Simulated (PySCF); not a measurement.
H6OSn2, SMILES [O]([SnH3])[SnH3]. The structure is a stationary point at PBE-D3(BJ)/def2-SVP. The def2 effective core potentials stand for the cores of Sn; spin–orbit coupling is left out.

Problem. Give the equilibrium geometry at PBE-D3(BJ)/def2-SVP (PySCF confirms it by a frequency run) as bond lengths and angles, and its point group. (The exact figures need the calculation; the answer reports its results.)

Solution. point group Cs.
Atoms: O1 Sn2 H3 H4 H5 Sn6 H7 H8 H9. Bonds (Å): O1–Sn2 2.008, O1–Sn6 2.008, Sn2–H3 1.724, Sn2–H4 1.735, Sn2–H5 1.735, Sn6–H7 1.735, Sn6–H8 1.724, Sn6–H9 1.735. Angles (°): Sn2–O1–Sn6 126.0, O1–Sn2–H3 103.8, O1–Sn2–H4 108.8, O1–Sn2–H5 108.8, H3–Sn2–H4 112.2, H3–Sn2–H5 112.2, H4–Sn2–H5 110.7, O1–Sn6–H7 108.8, O1–Sn6–H8 103.8, O1–Sn6–H9 108.8, H7–Sn6–H8 112.2, H7–Sn6–H9 110.7, H8–Sn6–H9 112.2.
